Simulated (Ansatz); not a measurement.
Reaction (substitution at a C–Ge bond): `C[O][Ge]([CH3])([NH2])[Cl]` + `[NH2][Al]([OH])[F]` → `C[NH][Al]([OH])[F]` + `C[O][GeH]([NH2])[Cl]`

Program: Ansatz. Geometries: PBE0-D4/def2-TZVP. ΔE: electronic, gas phase. CCSD(T)/CBS is the MP2 limit (def2-TZVPP, def2-QZVPP) plus CCSD(T) − MP2 in def2-TZVPP, frozen cores. Functionals use def2-TZVPP. B3LYP here is the variant with VWN-RPA as its local correlation; programs differ in this. For Ge outer-core shells are correlated without core-valence functions, which leaves a few kJ/mol of doubt a bond. Scalar relativity is left out up to krypton. Each species was taken in one conformer, which may not be the lowest.

```tsv
level	ΔE (kJ/mol)
r2SCAN-D4	92.7
B3LYP-D4	87.9
PBE	84.3
MP2/def2-TZVPP	98.6
```

(1) What does CCSD(T)/CBS give? (Best estimate.)

Largest T1 diagnostic among the species: 0.012.

## Answers

(1) Computed: +95.4 kJ/mol. The listed levels differ from it by -2.7, -7.5, -11.1, 3.2 kJ/mol.

In def2-TZVPP, CCSD(T) changes the Hartree–Fock value by +12.0 kJ/mol (the triples alone add +1.3 kJ/mol) and MP2 by +17.9 kJ/mol. The D4 term adds +4.6 kJ/mol with B3LYP and +2.8 kJ/mol with PBE0; it sums over pairs of atoms, weighted by their polarisabilities, and B3LYP, whose exchange is more repulsive, gets the larger term.
